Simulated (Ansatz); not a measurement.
Basis-set extrapolation for C$_{3}$H$_{8}$Si, SMILES `CC(C)[SiH]` (PBE0-D4/def2-TZVP geometry, frozen core, the Gaussian-basis code of Ansatz). Multiplicity 1, RHF reference.

|  | def2-TZVPP | def2-QZVPP |
| --- | --- | --- |
| HF | -407.170348 | -407.184569 |
| MP2 correlation | -0.646261 | -0.686689 |
| CCSD(T) correlation | -0.726378 | not run |

Energies in hartree. Use E(X) = E(∞) + A·exp(−7.88·√X) for Hartree–Fock and E(X) = E(∞) + B·X^(−2.97) for correlation, with X = 3 and 4, and add CCSD(T) minus MP2 of the smaller set to the MP2 limit.

**Question.** What is the CCSD(T) energy at the basis-set limit?

**Answer.** HF limit: -407.184569 + (-0.014221) × 0.13774 = -407.18653. MP2 limit: -0.686689 + (-0.040428) × 0.74074 = -0.71664. Higher-order term: -0.726378 − (-0.646261) = -0.08012. Total: -407.98329 hartree, 227.3 kJ/mol below CCSD(T)/def2-TZVPP.
